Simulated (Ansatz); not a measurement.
Species: SiNH4, charge 0, multiplicity 2. SMILES: [NH][SiH3]
Coordinates optimised at B3LYP-D3(BJ)/def2-TZVP (Ansatz, a quantum-chemistry and plane-wave program):
```xyz
6

N      1.1558    -0.3137    -0.3124
Si    -0.4627     0.1681     0.1635
H      1.1601    -1.0363    -1.0369
H     -1.0917    -0.9642     0.8949
H     -1.3071     0.5003    -1.0142
H     -0.3738     1.3424     1.0542
```
Charge 0, spin multiplicity 2.

Wanted: enthalpy of formation at 298 K, in kcal/mol. Conventions: 6-311+G** with 5d, 6d on Na to Ar in Ansatz; no dispersion term unless named; LANL2DZ with its own core potentials from Na on; UHF or UKS for open shells; frozen cores in correlated levels; spin-orbit terms left out; non-relativistic; 6-31G* and kin with 6d, 5d where marked. Basis-set limits of correlation are two-point, X^-3; Hartree-Fock from the larger set. The bracket is a focal-point correction in the basis named. First-principles rows: single points at B3LYP-D3(BJ) geometries (Ansatz), with unscaled harmonic terms from B3LYP/6-31G* (Ansatz) at its own minima, enthalpies of formation by atomisation with measured atoms.

Coupled cluster (Ansatz) is a level with limits of its own, used here on species with T1 under 0.025 (0.045 for open shells) and stable references: RI-MP2/CBS(aug-cc-pV(T+d)Z,aug-cc-pV(Q+d)Z)+[CCSD(T)-MP2]/aug-cc-pV(T+d)Z.

Value to compare with, RI-MP2/CBS(aug-cc-pV(T+d)Z,aug-cc-pV(Q+d)Z)+[CCSD(T)-MP2]/aug-cc-pV(T+d)Z (Ansatz): 44.7 kcal/mol.

| level | program | enthalpy of formation at 298 K (kcal/mol) | difference |
|---|---|---|---|
| B3LYP/STO-3G | Ansatz | -51.2 | -95.9 |
| B3LYP/3-21G | Ansatz | 79.1 | 34.4 |
| B3LYP/LANL2DZ | Ansatz | 72.2 | 27.5 |
| B3LYP/6-31G | Ansatz | 89.5 | 44.8 |
| B3LYP/6-31G* | Ansatz | 53.2 | 8.5 |
| B3LYP/6-31+G* | Ansatz | 52.1 | 7.4 |
| B3LYP/6-31G** | Ansatz | 48.9 | 4.2 |
| B3LYP/def2-SVP | Ansatz | 49.8 | 5.1 |
| B3LYP/cc-pVDZ | Ansatz | 58.4 | 13.7 |
| B3LYP/6-311+G** | Ansatz | 50.2 | 5.5 |
| B3LYP/def2-TZVPD | Ansatz | 43.2 | -1.5 |

Among the 10 habitual levels, B3LYP/STO-3G lies farthest from RI-MP2/CBS(aug-cc-pV(T+d)Z,aug-cc-pV(Q+d)Z)+[CCSD(T)-MP2]/aug-cc-pV(T+d)Z (Ansatz) (-95.9 kcal/mol) and B3LYP/6-31G** nearest (4.2); 9 of 10 lie above it, and their mean absolute difference is 24.7 kcal/mol, the median 11.1. One case shows no general order.

The sets are all those run for this method; left out are runs that failed, that the program found above a lower state of the same kind, or whose <S^2> lies over 0.5 above the pure value.
